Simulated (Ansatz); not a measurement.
The same path of CH₂BrClO (6 atoms, charge 0, multiplicity 1) was run twice with different band settings. The coordinate that changes most is the dihedral H5–O1–C2–Br4.

Theory: Ansatz, RKS PBE-D4/def2-mTZVP.

Relaxed end points:

```xyz
6
Properties=species:S:1:pos:R:3
O 0.592 0.981 0.280
C -0.160 -0.148 0.243
Cl 0.835 -1.653 -0.044
Br -1.606 -0.064 -1.145
H 1.052 1.092 -0.579
H -0.671 -0.272 1.198
```

```xyz
6
Properties=species:S:1:pos:R:3
O 0.956 0.662 -0.128
C -0.043 -0.235 0.147
Cl 0.666 -1.872 0.125
Br -1.563 -0.086 -1.186
H 0.567 1.561 -0.116
H -0.541 -0.094 1.112
```

Common settings: movable images 7; climbing image yes; spring 5.0 eV/Å²; optimiser quadratic models (default); start path through a guess of the saddle point; iteration limit 60; end points relaxed.

| run | force threshold |
| --- | --- |
| 1 | 0.03 eV/Å |
| 2 | 0.5 eV/Å |

(1) What does each run give, and how far can it be trusted?

Results:

(1) Run 1: converged after 7 iterations, highest image 0.182 eV above the first end. A vibrational analysis at the climbing image gives one clearly imaginary mode, 298i cm⁻¹: a first-order saddle point.
Run 2: converged after 4 iterations, highest image 0.180 eV above the first end. The threshold of 0.5 eV/Å is loose, so the images may lie well off the minimum-energy path. Another band between the same ends (7 images) ends at a top of the same energy, where a vibrational analysis finds 1 clearly imaginary mode.
